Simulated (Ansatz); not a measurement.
A nudged elastic band was laid between two geometries of H2OSTe (5 atoms, charge 0, multiplicity 1).

All numbers below come from RKS B3LYP/def2-SVP (Ansatz 0.2.0).

| Quantity | Value |
| --- | --- |
| movable images | 5 |
| climbing image | yes |
| spring | 5.0 eV/Å² |
| optimiser | quadratic models (default) |
| start path | through a guess of the saddle point |
| force threshold | 0.05 eV/Å |
| iteration limit | 60 |
| end points | relaxed |

First end point:

```xyz
5
Properties=species:S:1:pos:R:3
S -1.354 -0.999 -0.059
O -0.395 -0.041 0.928
Te 1.650 -0.006 0.711
H -1.530 -0.126 -1.093
H 1.629 1.173 -0.487
```

Last end point:

```xyz
5
Properties=species:S:1:pos:R:3
S -1.485 0.065 -0.454
O -0.344 -0.040 0.771
Te 1.663 -0.195 0.345
H -1.695 -1.267 -0.664
H 1.862 1.437 0.002
```

(1) What changes between the two ends?

(2) What energy profile does the band end with?

(3) What is the geometry of the highest image?

(4) What are the harmonic wavenumbers there?

Results:

(1) No bond is made or broken. The dihedral H4–S1–O2–Te3 goes from -87 to 88°.

(2) The forces met the threshold. The highest image is number 3 of 0 to 6, 0.209 eV above the first end and 0.204 eV above the last; the last end lies 0.005 eV above the first. A vibrational analysis at the climbing image gives one clearly imaginary mode, 293i cm⁻¹: a first-order saddle point.

```json
{"image": "0", "path coordinate (Å)": "0.00", "energy (eV)": "0.000", "dihedral H4–S1–O2–Te3 (°)": "-87"}
{"image": "1", "path coordinate (Å)": "0.41", "energy (eV)": "0.022", "dihedral H4–S1–O2–Te3 (°)": "-72"}
{"image": "2", "path coordinate (Å)": "0.81", "energy (eV)": "0.117", "dihedral H4–S1–O2–Te3 (°)": "-42"}
{"image": "3", "path coordinate (Å)": "1.22", "energy (eV)": "0.209", "dihedral H4–S1–O2–Te3 (°)": "-3"}
{"image": "4", "path coordinate (Å)": "1.71", "energy (eV)": "0.093", "dihedral H4–S1–O2–Te3 (°)": "46"}
{"image": "5", "path coordinate (Å)": "2.21", "energy (eV)": "0.019", "dihedral H4–S1–O2–Te3 (°)": "75"}
{"image": "6", "path coordinate (Å)": "2.71", "energy (eV)": "0.005", "dihedral H4–S1–O2–Te3 (°)": "88"}
```

(3) 
```xyz
5
Properties=species:S:1:pos:R:3:forces:R:3
S -1.682 -0.458 0.054 0.00 0.00 -0.02
O -0.319 -0.160 1.043 0.01 0.00 0.01
Te 1.557 -0.179 0.323 -0.01 0.00 0.00
H -1.073 -0.602 -1.154 -0.01 0.00 0.02
H 1.517 1.400 -0.266 0.00 0.00 0.00
```

(4) 293i, 201, 214, 483, 665, 778, 989, 2041, 2592 cm⁻¹.

The run took 89 s on 1 thread of Arm Neoverse V2 (shared host), peak memory 0.14 GiB.
